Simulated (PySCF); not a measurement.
**TaH₂, quartet: molecular constants**

Method: UPBE0/[Ta def2-TZVP with ECP60, H def2-TZVP], scalar-relativistic core potentials, density fitting, no spin–orbit coupling, PySCF.

The structure is a minimum.

```json
{"Point group": "C2v", "Bond lengths": "Ta–H 1.774 Å (×2)", "Bond angles": "H–Ta–H 116.5°", "Atomisation energy without zero-point energy": "552 kJ/mol", "Spin squared ⟨S²⟩": "3.763", "Rotational symmetry number": "2", "Zero-point energy": "25.8 kJ/mol", "Enthalpy at 298.15 K above 0 K": "10.25 kJ/mol", "Dipole moment": "2.13 D", "Rotational constants": "9.688, 3.676, 2.665 cm⁻¹", "Principal polarisabilities": "55.4, 61.7, 66.1 bohr³", "Lowest empty level (α)": "-2.57 eV", "Principal quadrupole moments (Buckingham, traceless) about the centre of mass": "-4.26, 1.11, 3.15 D Å", "Highest occupied level (α)": "-5.27 eV", "Entropy at 298.15 K and 1 bar (electronic part: spin only)": "245.9 J/(mol K)", "Heat capacity Cp at 298.15 K": "37.1 J/(mol K)"}
```

Harmonic modes (masses in u: Ta 180.948, H 1.008):
```
symmetry  ω (cm⁻¹)  IR (km/mol)  μ (u)
      a1       673         27.3   1.02
      b2      1814          251   1.02
      a1      1826         90.0   1.01
```

In C2v the vibrations span 2a1 + b2. Here b1 is antisymmetric to the molecular plane and b2 lies in it.

Charges (e):
```csv
atom,Mulliken,Löwdin,polar tensor,spin (Mulliken),Mayer order to Ta1
Ta1,0.29,0.29,0.55,3.17,–
"H2,3",-0.14,-0.14,-0.28,-0.09,0.98
```

Mulliken populations on Ta1 (electrons outside its core potential): s 3.03, p 6.26, d 3.41, f 0.01.

Formally Ta is in oxidation state +2, d3, with 3 unpaired electrons (the high-spin count). The Mulliken spin on Ta is 3.17. The polar-tensor charge on Ta, 0.55, is far below the formal one.

This need not be the most stable arrangement of these atoms. With open d or f shells other occupations or spin states may lie lower. With an element this heavy the missing spin–orbit coupling can shift these numbers.

The final relaxation and frequency run took 12 s on 2 threads of a shared Arm Neoverse V1 host, with 52 basis functions and 8 gradients; the process peaked at 0.57 GiB. Launch command: `OMP_NUM_THREADS=2 python axn.py task.json out`.
